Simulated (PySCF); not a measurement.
Electron correlation in Se⁺ (selenium, charge +1)

Starting occupation: [Ar] 3d10 4s2 4p3, 4p1/2 with m_j = -1/2, +1/2, 4p3/2 with m_j = +3/2. All numbers are calculated (PySCF 2.14, X2C-1e with screened-nucleus spin-orbit coupling, Gaussian nucleus, in x2c-SVPall-2c with one added diffuse shell each of s, p, d type (6s7p4d, 47 functions)). Frozen: [Ne]; 23 electrons correlated; the 6 highest virtual spinors left out.

MP2 pair energies summed by pair of shells (mhartree):

```csv
pair,energy,share (%)
3d-3d,-111.30,36.7
3d-3p,-77.55,25.6
4p-4s,-38.96,12.9
3p-3p,-22.98,7.6
4p-4p,-14.46,4.8
3d-4p,-11.61,3.8
4s-4s,-7.12,2.3
3d-3s,-6.25,2.1
3d-4s,-4.76,1.6
3p-4p,-2.87,0.9
3p-3s,-2.69,0.9
3p-4s,-1.29,0.4
3s-3s,-0.63,0.2
3s-4p,-0.32,0.1
3s-4s,-0.31,0.1
```

Total MP2 correlation energy: -303.09 mhartree.

The GHF reference relaxed away from the jj start to a determinant that is no pure jj level (⟨S²⟩ = 3.73, ⟨J²⟩ = 3.75); the energies belong to that determinant.

This basis was not built for core-valence correlation, so the inner-shell part is incomplete.
